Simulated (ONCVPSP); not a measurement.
**Varying the ONCV potential for Fe (Z = 26)**

Base potential:

ONCVPSP 4.0.1 input, shortened (lines: element, Z, core and valence counts, functional; n l f; lmax; l rc ep ncon nbas qcut; lloc lpopt rc5 dvloc0; l nproj debl; icmod fcfact rcfact), PBE, scalar-relativistic:

```
  Fe 26.00    3    4        4      upf
    1    0    2.00
    2    0    2.00
    2    1    6.00
    3    0    2.00
    3    1    6.00
    3    2    6.00
    4    0    2.00
    3
    0    1.30    0.00    4    7   10.70
    1    1.05    0.00    5    9   14.00
    2    1.00    0.00    5   10   12.70
    3    1.40    0.10    4    8    7.10
    4    5    0.80    0.00
    0    2    3.40
    1    2    1.60
    2    3    3.80
    3    2    0.90
    3    2.75    1.60
```

In the p channel the program set the typed energies aside and used -2.207, 0.250 Ha.

All-electron outer shells of the reference configuration (PBE, scalar-relativistic, ld1.x):

```json
{"shell": "2p", "level (eV)": "-698.45", "outermost node (bohr)": "–", "outermost maximum (bohr)": "0.18"}
{"shell": "3s", "level (eV)": "-94.02", "outermost node (bohr)": "0.33", "outermost maximum (bohr)": "0.70"}
{"shell": "3p", "level (eV)": "-60.04", "outermost node (bohr)": "0.30", "outermost maximum (bohr)": "0.72"}
{"shell": "3d", "level (eV)": "-7.50", "outermost node (bohr)": "–", "outermost maximum (bohr)": "0.71"}
{"shell": "4s", "level (eV)": "-5.29", "outermost node (bohr)": "1.00", "outermost maximum (bohr)": "2.41"}
```

Cutoffs, loose and tight: the cutoffs (Ha) at which the residual kinetic energy of the hardest occupied pseudo-wave falls to 1 and 0.1 mHa per electron. They do not see the model core or the augmentation charge, which bear on the density cutoff. Test errors are all-electron minus pseudo excitation energies from the reference, over the configurations 3s2 3p6 3d6 4s1; 3s2 3p6 3d6 4s0; 3s2 3p6 3d5 4s0; 3s2 3p6 3d5 4s2 4p1. A dash means not determined; rows that change the core or the reference have their own tests.

| change | outcome | cutoff, loose | cutoff, tight | bound ghosts | GHOST(+) flags above zero | largest test error (meV) |
| --- | --- | --- | --- | --- | --- | --- |
| base | generated, projector energies reset by the program | 79 Ha | 304 Ha | none | none | +6.2 |
| s: rc 0.96 | generated, projector energies reset by the program | 79 Ha | 304 Ha | none | none | +5.1 |
| s: rc 1.02 | generated, projector energies reset by the program | 79 Ha | 304 Ha | none | s | +5.3 |
| s: rc 1.16 | generated, projector energies reset by the program | 79 Ha | 304 Ha | none | s | +5.7 |
| s: rc 1.48 | generated, projector energies reset by the program | 79 Ha | 304 Ha | none | none | +6.6 |
| s: rc 1.6 | generated, projector energies reset by the program | 79 Ha | 304 Ha | none | none | +6.9 |
| s: rc 1.72 | generated, projector energies reset by the program | 79 Ha | 304 Ha | none | none | +7.2 |
| s: rc 1.88 | generated, projector energies reset by the program | 79 Ha | 304 Ha | none | none | +7.7 |

Reading the sweep of the s radius (base included, trends over the rows without a ghost): The loose cutoff stays near 79 Ha. The median size of the test errors (rows with all tests solved) rises from 1.7 meV at 0.96 to 4.1 meV at 1.88 bohr. More of the atom is replaced by a form fitted at one configuration, so other configurations suffer as the radius grows.
